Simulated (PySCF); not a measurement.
## AlTe⁺ at r²SCAN

Computed with r²SCAN; basis Al def2-SVPD, Te def2-SVPD with ECP28; scalar-relativistic core potentials; PySCF 2.14.

* state: ³Σ⁻ (triplet), unpaired electrons π ↑↑
* bond length: 3.127 Å
* harmonic wavenumber: 156 cm⁻¹
* force constant: 0.321 mdyn/Å
* rotational constant Be: 0.07716 cm⁻¹
* anharmonicity ωexe: 0.920 cm⁻¹
* vibration–rotation constant αe: 0.000578 cm⁻¹
* well depth De to Al⁺ + Te: 24.0 kcal/mol
* dissociation energy D0: 23.8 kcal/mol
* bond order (Mayer): 0.51
* dipole moment (positive dipole points towards Te; it is taken about the centre of mass and depends on that origin): -6.09 D

Spin–orbit coupling is left out, which matters for elements this heavy, above all for dissociation energies. For an ion De counts to the pair picked by the measured ionisation energies or electron affinities, which need not be the lowest pair at this level. The state is the lowest determinant that a PBE0 search found; another state may lie lower at other levels.
